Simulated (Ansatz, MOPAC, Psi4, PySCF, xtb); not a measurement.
Dimer: SiH4 (SMILES [SiH4]) (first 5 atoms) with CH4O (SMILES CO); geometry from B3LYP-D3(BJ)/def2-TZVP.
(charge 0, multiplicity 1):
```tsv
atom	x (Å)	y (Å)	z (Å)
Si	-0.1789	-0.1402	0.2736
H	-1.1339	-0.8896	1.1193
H	-0.3235	1.3151	0.4987
H	-0.5125	-0.4172	-1.1472
H	1.2073	-0.5807	0.5267
C	-0.2547	-0.4168	4.0692
O	0.4293	0.4799	3.2019
H	-0.1398	-0.1334	5.1203
H	0.1948	-1.3975	3.9233
H	-1.3207	-0.4856	3.8298
H	0.0501	1.3591	3.2994
```

Interaction energies are E(AB) − E(A) − E(B) at the monomers' geometry in the complex; basis-set methods are counterpoise corrected. Rows marked so take none.

Frozen-core correlation. Rows in 6-31G* carry no dispersion term and start afresh at each structure (6-31G* with six Cartesian d functions). The state reached by PM3 isn't checked.

Run with Ansatz (a first-principles code) with Gaussian orbitals; MOPAC for PM3 (differences of heats of formation); Psi4 for SAPT; PySCF for 6-31G* rows, the dispersion terms; xtb for the GFN methods. Each number belongs to the level named beside it.

```tsv
level	interaction energy (kcal/mol)
GFN-FF	-0.26
PM3	1.99
PBE/def2-TZVPPD	-1.20
B3LYP/6-31G* (no counterpoise)	-2.40
wB97M-V/def2-TZVPPD	-2.53
B2PLYP/def2-TZVPPD	-1.13
B2PLYP-D4/def2-TZVPPD	-2.05
SCS-MP2/aug-cc-pV(D+d)Z	-1.38
SAPT0/jun-cc-pV(D+d)Z	?
```

### Question
Some entries are withheld; supply them.

### Answer

- SAPT0/jun-cc-pV(D+d)Z, interaction energy (kcal/mol): -1.83
